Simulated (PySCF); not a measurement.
PySCF 2.14 output of an unrestricted B3LYP calculation on a single atom or ion in aug-cc-pVDZ-DK (7s6p4d2f, 59 functions), with scalar relativity by spin-free X2C-1e:

```
SCF conv_tol = 1e-09
number electrons alpha = 11  beta = 9
    P. J. Stephens, F. J. Devlin, C. F. Chabalowski, and M. J. Frisch.,  J. Phys. Chem. 98, 11623 (1994)
cycle= 1 E= -763.966714731224  delta_E= -0.00414  |g|= 0.00636  |ddm|= 2.43
cycle= 2 E= -763.966794103005  delta_E= -7.94e-05  |g|= 0.00246  |ddm|= 0.0644
cycle= 3 E= -763.966853512664  delta_E= -5.94e-05  |g|= 0.00189  |ddm|= 0.0747
cycle= 4 E= -763.966930895449  delta_E= -7.74e-05  |g|= 0.00218  |ddm|= 0.0411
cycle= 5 E= -763.966672321583  delta_E= 0.000259  |g|= 0.00205  |ddm|= 0.207
cycle= 6 E= -763.96666458313  delta_E= 7.74e-06  |g|= 0.00163  |ddm|= 0.0468
cycle= 7 E= -763.966664717674  delta_E= -1.35e-07  |g|= 0.00162  |ddm|= 0.0515
cycle= 8 E= -763.966666517592  delta_E= -1.8e-06  |g|= 1.93e-05  |ddm|= 0.0268
cycle= 9 E= -763.966666516832  delta_E= 7.59e-10  |g|= 2.94e-06  |ddm|= 0.000539
converged SCF energy = -763.966666516832  <S^2> = 2.0003796  2S+1 = 3.0002531
```

The run itself started from symmetry-adapted Hartree-Fock orbitals and held the occupation by maximum overlap, on a logarithmic radial grid, so the iterations belong to that start.

Which element, charge and spin multiplicity is this?

Sc⁺ (scandium, charge +1), multiplicity 3; the state was [Ar] 3d1 4s1, high-spin 3D determinant.
